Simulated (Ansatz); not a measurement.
CH₈N₂SSi, SMILES `NC(S)N[SiH3]` from Hartree–Fock to CCSD(T)

Z-matrix (Å, degrees):
```
C
S 1 1.850
N 1 1.423 2 116.4
N 1 1.440 2 108.3 3 -122.3
H 1 1.101 2 101.3 3 116.5
H 2 1.344 1 94.9 3 68.5
Si 3 1.728 1 123.5 2 73.7
H 3 1.011 1 111.2 2 -77.2
H 4 1.011 1 111.1 2 -50.2
H 4 1.014 1 109.9 2 -171.7
H 7 1.485 3 106.7 1 168.8
H 7 1.486 3 107.4 1 49.7
H 7 1.489 3 115.3 1 -70.6
```

The species carries charge 0 and has multiplicity 1. All single points use the PBE0-D4/def2-TZVP geometry. It is one conformer, not always the lowest. Frozen core, restricted reference, the Gaussian-basis code of Ansatz. CBS rows extrapolate triple and quadruple zeta; past MP2 they add the triple-zeta difference.

```
     basis     HF (Eh)  MP2 corr.
  def2-SVP  -837.56326   -0.71804
def2-TZVPP  -837.98222   -0.90650
def2-QZVPP  -838.01017   -0.97312
```

Task: Estimate the CCSD correlation energy and the (T) correction in each basis where they were run (hartree).

Result: 
```json
{"basis": "def2-SVP", "CCSD corr.": "-0.78120", "(T)": "-0.02253"}
{"basis": "def2-TZVPP", "CCSD corr.": "-0.96179", "(T)": "-0.03979"}
{"basis": "CBS(def2)", "CCSD corr.": "-1.07777", "(T)": "as TZ"}
```
